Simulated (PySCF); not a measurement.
Computed IR spectrum (relative IR intensity) of a molecule C₄H₁₀Si. Geometry optimised at B3LYP-D3(BJ)/def2-SVP. Other conformers were not sampled. Method: B3LYP-D3(BJ)/def2-SVP (PySCF 2.14.0). Frequencies are harmonic and unscaled.

Lines under 2 % of the strongest are left out, and lines within 2 cm⁻¹ are merged.

ν (cm⁻¹): 528 (w), 653 (vw), 765 (m), 846 (m), 900 (m), 953 (vw), 970 (m), 1047 (vw), 1099 (w), 1430 (vw), 2206 (vs), 3018 (w), 3021 (w), 3042 (w), 3071 (w), 3076 (m), 3106 (w) (against the strongest line: vs over 80 %, s over 45 %, m over 15 %, w over 4 %, vw less)

Problem. Which structure fits?
(A) C[SiH2]C1CC1
(B) C=C([SiH3])CC
(C) C1CC[SiH2]C1
(D) C=CC[SiH2]C

Solution. C, C1CC[SiH2]C1
